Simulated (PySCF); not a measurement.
InClBr2, SMILES [Cl][In]([Br])[Br].

The structure is a stationary point at B3LYP-D3(BJ)/def2-SVP. The structure was generated by enumeration; whether it is a known compound was not checked. The def2 effective core potentials stand for the cores of In; spin–orbit coupling is left out.

Two levels are set side by side: TDA-PBE/def2-SVPD (PySCF) and TDA-ωB97X/def2-SVPD (PySCF). Vertical, same geometry. The lowest singlet is HOMO→LUMO 99 % with PBE and HOMO→LUMO 93 % with the other functional; states are paired by order. Differences are taken from unrounded values.

```
quantity                              TDA-PBE
------------------------------------  -------
lowest singlet excitation (eV)           3.54
lowest triplet excitation (TDA) (eV)     3.23
```

Task: These are the TDA-PBE values. What does TDA-ωB97X give? (An estimate is asked for; the answer gives what the named calculation found.)

Result: 
```csv
quantity,TDA-ωB97X,TDA-PBE minus TDA-ωB97X
lowest singlet excitation (eV),4.81,-1.27
lowest triplet excitation (TDA) (eV),4.38,-1.15
```

Functionals without exact exchange tend to place singlet excitations lower, as here. Differences between two approximate levels are no errors against the true value.

Rough cost on one machine, each run with all the roots and properties that it gave: TDA-ωB97X against TDA-PBE about 5 times.
